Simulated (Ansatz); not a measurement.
Ansatz (a first-principles code) input:

Ansatz 0.2 input:
```yaml
crystal:
  periodic: [false, false, false]
  atoms:
    - {symbol: Ga, position_ang: [0.18546186, 0.18053741, 0.23163995]}
    - {symbol: O, position_ang: [0.73810061, -0.14044165, -1.46414454]}
    - {symbol: H, position_ang: [1.59968270, 0.23476052, -1.67558268]}
    - {symbol: O, position_ang: [-1.43790788, -0.54078407, 0.59009248]}
    - {symbol: H, position_ang: [-1.75054230, -0.38161444, 1.48716059]}
basis:
  gaussian:
    orbitals: def2-TZVPD
hamiltonian:
  xc: {name: LC-wPBE}
magnetization: {spin_polarized: true, initial_magnetization: 1}
output: {forces: true}
```

Problem. Which total energy does the run end on?

Solution. -2076.26213 Eh (LC-wPBE/def2-TZVPD). The basis has 152 functions.

It need not be the lowest isomer of its formula.
